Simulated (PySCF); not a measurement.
Te(OH)(OMe) (CH₄O₂Te), SMILES CO[Te]O.

Geometry: B3LYP-D3(BJ)/def2-SVP. The def2 effective core potentials stand for the cores of Te; spin–orbit coupling is left out. The values are those of a single conformer.

Calculation: TDA-ωB97X/def2-SVPD (PySCF).

Vertical excitations. 

### Question
List the lowest excited states. (An estimate is asked for; the answer gives what the named calculation found.)

### Answer

```
state  energy (eV)  λ (nm)      f                                                                  main pairs
-----  -----------  ------  -----  --------------------------------------------------------------------------
S1            3.01     412  0.000                                                              HOMO→LUMO 93 %
S2            3.74     331  0.005                                                            HOMO→LUMO+1 91 %
S3            5.58     222  0.003                                        HOMO−1→LUMO 46 %, HOMO−1→LUMO+1 43 %
S4            5.96     208  0.005                      HOMO−2→LUMO 54 %, HOMO−1→LUMO+1 15 %, HOMO−1→LUMO 11 %
S5            6.04     205  0.164                                                            HOMO→LUMO+2 84 %
S6            6.14     202  0.034  HOMO−2→LUMO+1 29 %, HOMO−1→LUMO+1 24 %, HOMO−1→LUMO 18 %, HOMO−2→LUMO 14 %
S7            6.93     179  0.150    HOMO→LUMO+3 37 %, HOMO−2→LUMO+1 17 %, HOMO−3→LUMO 14 %, HOMO−2→LUMO 10 %
S8            7.01     177  0.068                         HOMO→LUMO+3 51 %, HOMO−3→LUMO 10 %, HOMO−2→LUMO 8 %
S9            7.30     170  0.019                                          HOMO→LUMO+5 68 %, HOMO→LUMO+4 12 %
S10           7.33     169  0.023     HOMO→LUMO+4 32 %, HOMO−3→LUMO 26 %, HOMO−2→LUMO+1 14 %, HOMO→LUMO+5 6 %
T1            2.33     531      0                                                              HOMO→LUMO 91 %
T2            2.77     447      0                                                            HOMO→LUMO+1 88 %
T3            4.99     248      0                                        HOMO−1→LUMO+1 41 %, HOMO−1→LUMO 41 %
T4            5.29     234      0                    HOMO−2→LUMO 36 %, HOMO−1→LUMO+1 24 %, HOMO−2→LUMO+1 16 %
```
Triplets are in the Tamm–Dancoff approximation.
